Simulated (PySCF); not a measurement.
A structure optimised at PBE-D3(BJ)/def2-SVP, used in a PySCF frequency run:

```xyz
9

O     -1.5323     2.0384     0.1975
C     -0.8639     1.0426     0.1892
O      0.5253     1.0603     0.3815
Si     1.0593    -0.5812     0.2237
F      1.9589    -0.7374    -1.1317
Si    -1.2361    -0.8976     0.0040
H      1.9340    -0.9452     1.3768
H     -2.0201    -1.4427     1.1626
H     -1.8303    -1.3179    -1.3079
```

### Question
Write its SMILES and formula.

### Answer
O=C1O[Si@H](F)[SiH2]1, CH3FO2Si2

### Question
What are its rotational constants (standard atomic weights)?

### Answer
3.8246, 1.7990, 1.3915 GHz
